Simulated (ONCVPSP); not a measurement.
# silicon: excitation energies, all-electron against ONCV

```json
{"Element": "Si", "Generator": "ONCVPSP 4.0.1", "Type": "optimised norm-conserving Vanderbilt (ONCV)", "Functional": "BLYP", "Relativity": "scalar-relativistic", "Frozen core": "[Ne]", "Valence charge": "4", "Reference configuration": "3s1.5 3p2.5", "Partial waves": "3s: rc 1.50 bohr, ncon 3, nbas 8, qcut 4 1/bohr, 1 projector; 3p: rc 1.50 bohr, ncon 4, nbas 9, qcut 6.5 1/bohr, local; d scattering state at 0.33 Ha: rc 1.50 bohr, ncon 3, nbas 8, qcut 5.7 1/bohr, 1 projector", "Local potential": "the p channel", "Core correction": "none"}
```

Energies are relative to the spin-unpolarised reference configuration 3s1.5 3p2.5; without spin polarisation the order of configurations can differ from experiment.

```tsv
valence configuration	charge	ΔE all-electron (eV)	error AE − PS (meV)
3s2 3p2	0	-3.403	+1.8
3s2 3p0	+2	20.075	+31
3s1 3p0	+3	54.079	+210
```

Problem. What are ΔE and the potential's error for 3s2 3p1?

Solution. ΔE = 4.186 eV all-electron; the error (AE − PS) is +4.9 meV.

Levels in the configuration 3s2 3p0:

```csv
level,all-electron (eV),pseudo (eV)
3s,-28.480,-28.421
```
